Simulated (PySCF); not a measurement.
CH5BO3, SMILES B(O)(O)OC. Geometry optimised at B3LYP-D3(BJ)/def2-SVP. The values are those of a single conformer.

Computed equilibrium geometry at B3LYP-D3(BJ)/def2-SVP (PySCF confirms it by a frequency run) as Cartesian coordinates in Å, and its point group (one conformer of several):
point group Cs.
```xyz
10

B      0.0414     0.5113     0.0000
O      0.8030     1.6505     0.0000
H      0.3050     2.4736     0.0000
O     -1.3345     0.4870     0.0000
H     -1.7635     1.3484     0.0000
O      0.7158    -0.6670     0.0000
C      0.0342    -1.9008     0.0000
H     -0.6065    -2.0156     0.8915
H      0.7840    -2.7061     0.0000
H     -0.6065    -2.0156    -0.8915
```
Charge 0, spin multiplicity 1.
